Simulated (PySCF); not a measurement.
## Polarisability and C₆ of V (vanadium, neutral)

[Ar] 3d4 4s1, high-spin 6D determinant (an excited configuration). All numbers are calculated (PySCF 2.14, no relativity, point nucleus, in dyall-av2z (16s12p7d2f, 101 functions)). Coupled (time-dependent) response in atomic units; α is the mean over directions. A double-zeta set is small for polarisabilities.

```tsv
method	mean α (bohr³)	α xx, yy, zz	C₆ (like pair)	S(−4)
UHF	130.7	131.8, 131.8, 128.5	1297	15070
PBE	85.22	83.39, 83.39, 88.88	702.8	6996
PBE0	90.91	90.20, 90.20, 92.32	787.6	6888
```

S(−4) is the Cauchy moment in α(ω) = α(0) + S(−4) ω² + …

α(iu) at PBE0:

| u (hartree) | α(iu) (bohr³) |
| --- | --- |
| 0 | 90.91 |
| 0.0500 | 76.68 |
| 0.100 | 53.22 |
| 0.200 | 26.22 |
| 0.300 | 15.96 |
| 0.500 | 8.756 |
| 0.750 | 5.563 |
| 1.00 | 3.990 |
| 1.50 | 2.402 |
| 2.00 | 1.623 |
| 3.00 | 0.8947 |
| 5.00 | 0.3975 |

The components differ because the open shell of this determinant is not spherical; for a pure term their mean is the scalar polarisability.
